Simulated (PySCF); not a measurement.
Delta-SCF ions had no search for a lower state. Excitations are Tamm–Dancoff values on a coarser integration grid. The basis has no diffuse functions, so Rydberg states are missing or too high.

# CH2S2, SMILES `S=CS` (S–C–S–H torsion 180°) (charge 0, multiplicity 1)

All values below come from PBE-D3(BJ)/def2-TZVP // B3LYP-D3(BJ)/def2-TZVP (PySCF).

| Property | Result |
|---|---|
| HOMO | -5.51 eV |
| dipole moment | 2.81 D |
| HOMO–LUMO gap | 2.38 eV |
| LUMO | -3.13 eV |
| S1 excitation (TDA) | 2.59 eV |
| S1 oscillator strength | 0.000 |
| brightest of the four lowest singlets (TDA) | 4.81 eV |
| T1 excitation (TDA) | 2.13 eV |
| S1–T1 gap (TDA) | 0.46 eV |
| vertical ionisation energy (Delta-SCF) | 8.85 eV |
| total energy | -22730.37 eV |
| cost | very roughly 40 core-seconds |

```xyz
5

S     -1.7433    -1.0497     0.3089
C     -0.4774    -0.1252    -0.0898
S      1.0674    -0.1965     0.6997
H     -0.5266     0.6097    -0.8913
H      1.6796     0.7565    -0.0293
```
